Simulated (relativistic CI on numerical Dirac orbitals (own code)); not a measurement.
**Spin-allowed bands of a d3 ion in an octahedral site, by hand**

Problem. A d3 ion in an octahedral site has a 4A2 ground term and spin-allowed bands at ν1 = 22800 and ν2 = 28616 cm⁻¹ (from a computed ligand-field model). Find Δ and the Racah parameter B, and predict the third band.

Working.
1. The F term splits into A2 (−1.2Δ), T2 (−0.2Δ) and T1 (+0.6Δ), so ν1 = E(T2) − E(A2) = Δ = 22800 cm⁻¹.
2. T1(F) mixes with T1(P), which lies at 15B, through an element 0.4Δ. The two roots, counted from A2, are ν2,3 = ½(15B + 3Δ) ∓ ½√[(15B − Δ)² + 12BΔ].
3. Solving the lower root for B gives B = (2ν1² + ν2² − 3ν1ν2)/(15ν2 − 27ν1) = -98778944/-186360 = 530 cm⁻¹.
4. The sum of the roots is 15B + 3Δ, so ν3 = 15B + 3ν1 − ν2 = 47735 cm⁻¹ (209 nm).

Check. The bands were computed by exact diagonalisation of the d3 shell with B = 530 and Δ = 22800 cm⁻¹, which gives ν3 = 47734 cm⁻¹. C does not enter the terms of highest spin.
